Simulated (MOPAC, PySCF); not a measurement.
H₄Sn, SMILES `[SnH4]`, neutral singlet in the gas phase. 

Z-matrix (Å, degrees):
```
Sn
H 1 1.7085
H 1 1.7085 2 109.45
H 1 1.7085 2 109.44 3 120.00
H 1 1.7085 2 109.50 4 120.01
```
Charge 0, multiplicity 1.

All levels are single points at this geometry (B3LYP-D3(BJ)/def2-TZVP); Pople sets use spherical d functions. Orbital energies aren't observables, and empty levels follow the basis.

B3LYP/LANL2DZ in PySCF gives HOMO (eV) = -9.09.

**Question.** Estimate the HOMO (eV) from each of these levels: B3LYP-D3(BJ)/def2-TZVP in PySCF; PBE-D3(BJ)/def2-TZVP in PySCF; B3LYP/6-311+G** (LANL2DZ on Sn) in PySCF; B3LYP/6-31G* (LANL2DZ on Sn) in PySCF; BP86/6-31G* (LANL2DZ on Sn) in PySCF; M06-2X/6-31G* (LANL2DZ on Sn) in PySCF; PBE/6-31G* (LANL2DZ on Sn) in PySCF; HF/6-31G* (LANL2DZ on Sn) in PySCF; AM1 in MOPAC; PM3 in MOPAC; PM6 in MOPAC; PM7 in MOPAC.

**Answer.** 
```json
[
 {"level": "B3LYP-D3(BJ)/def2-TZVP in PySCF", "HOMO (eV)": "-8.97"},
 {"level": "PBE-D3(BJ)/def2-TZVP in PySCF", "HOMO (eV)": "-7.93"},
 {"level": "B3LYP/6-311+G** (LANL2DZ on Sn) in PySCF", "HOMO (eV)": "-9.02"},
 {"level": "B3LYP/6-31G* (LANL2DZ on Sn) in PySCF", "HOMO (eV)": "-9.14"},
 {"level": "BP86/6-31G* (LANL2DZ on Sn) in PySCF", "HOMO (eV)": "-8.22"},
 {"level": "M06-2X/6-31G* (LANL2DZ on Sn) in PySCF", "HOMO (eV)": "-10.40"},
 {"level": "PBE/6-31G* (LANL2DZ on Sn) in PySCF", "HOMO (eV)": "-8.10"},
 {"level": "HF/6-31G* (LANL2DZ on Sn) in PySCF", "HOMO (eV)": "-12.30"},
 {"level": "AM1 in MOPAC", "HOMO (eV)": "-10.64"},
 {"level": "PM3 in MOPAC", "HOMO (eV)": "-12.85"},
 {"level": "PM6 in MOPAC", "HOMO (eV)": "-11.28"},
 {"level": "PM7 in MOPAC", "HOMO (eV)": "-11.35"}
]
```
